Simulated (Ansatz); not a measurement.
`[SiH3]CC1C[SiH2]1` + `[NH2][AlH2]` → `[AlH2][NH][SiH3]` + `CC1C[SiH2]1` at 400 K and 1 bar (ligand exchange at the Si–C bond).

Calculated with Ansatz (gas phase, PBE0-D4/def2-TZVP geometries, no zero-point term in ΔE). CCSD(T)/CBS adds triple-zeta CCSD(T) − MP2 to the extrapolated MP2 energy (def2 sets, frozen cores). This one scheme is used for every species. One conformer a species, not always the lowest.

```json
{"species": "`[SiH3]CC1C[SiH2]1`", "CCSD(T)/CBS energy (Eh)": "-698.28589", "H − E (kJ/mol)": "334.1", "S (J/(mol·K))": "401.7"}
{"species": "`[NH2][AlH2]`", "CCSD(T)/CBS energy (Eh)": "-299.14566", "H − E (kJ/mol)": "122.0", "S (J/(mol·K))": "272.0"}
{"species": "`[AlH2][NH][SiH3]`", "CCSD(T)/CBS energy (Eh)": "-589.44550", "H − E (kJ/mol)": "172.3", "S (J/(mol·K))": "344.3"}
{"species": "`CC1C[SiH2]1`", "CCSD(T)/CBS energy (Eh)": "-408.00872", "H − E (kJ/mol)": "285.1", "S (J/(mol·K))": "335.3"}
```

H − E and S are ideal-gas, rigid-rotor, harmonic terms from PBE0-D4/def2-TZVP, for one conformer and one mirror image of each species. 1 Eh = 2625.50 kJ/mol, R = 8.31446 J/(mol·K).

**Question.** By hand: ΔE, ΔH, ΔS and ΔG.

**Answer.** ΔE = (-589.44550) + (-408.00872) − (-698.28589) − (-299.14566) = -0.02267 Eh = -59.5 kJ/mol. Δ(H − E) = 172.3 + 285.1 − 334.1 − 122.0 = 1.3, so ΔH = -58.2 kJ/mol. ΔS = 344.3 + 335.3 − 401.7 − 272.0 = 5.9 J/(mol·K). ΔG = -58.2 − 400 × (5.9)/1000 = -60.6 kJ/mol.

**Question.** By hand: the equilibrium constant, and the temperature at which ΔG would vanish if ΔH and ΔS stayed fixed.

**Answer.** log₁₀ K = −ΔG/(RT ln 10) = 7.9. ΔH and −TΔS have one sign here, so there is no such temperature. One of them is within its doubt of zero, so this could turn.

The number of gas molecules stays the same, so ΔS is small and ΔH decides. A doubt of 5 kJ/mol in ΔE shifts log₁₀ K by 0.7 here. Other conformers and mirror images would add mixing entropy, several J/(mol·K) or more a flexible species. These are equilibria of isolated gas molecules and say nothing of rates. Largest T1 diagnostic: 0.011 (customary marks: 0.02 for closed shells, 0.045 for open ones).
